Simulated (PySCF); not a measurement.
Excitation energy of V by level of theory

V [Ar] 3d3 4s2 (4F) → V [Ar] 3d3 4s1 4p1 (high-spin determinant), as a difference of total energies. All numbers are calculated (PySCF 2.14, scalar relativity by spin-free X2C-1e, in x2c-QZVPPall (11s7p5d3f2g, 96 functions)). Correlated levels: valence: [Ar] frozen; valence and next inner shell: [Ne] frozen. The calculations carry no spin-orbit coupling.

| method | excitation energy (eV) |
| --- | --- |
| UHF | 1.041 |
| LDA | 2.224 |
| PBE | 2.018 |
| PBE0 | 1.874 |
| r2SCAN | 1.681 |
| wB97X-V | 2.037 |
| HSE06 | 1.889 |
| CAM-B3LYP | 2.246 |
| MP2 (valence) | 1.800 |
| SCS-MP2 (valence) | 2.085 |
| MP2 (valence and next inner shell) | 1.964 |
| SCS-MP2 (valence and next inner shell) | 2.158 |

Q: How much does correlation contribute at MP2 (valence and next inner shell)?

A: 1.964 − (1.041) = 0.923 eV, measured against UHF.

A first-order spin-orbit estimate (lowest level to lowest level, LS coupling) adds -0.010 eV.

The basis was made for the ground configuration and has no added diffuse functions, so the excitation energy can come out too high.

The determinant of the upper state mixes LS terms, which raises its energy above the lowest term, most at the Hartree-Fock and MP2 levels.
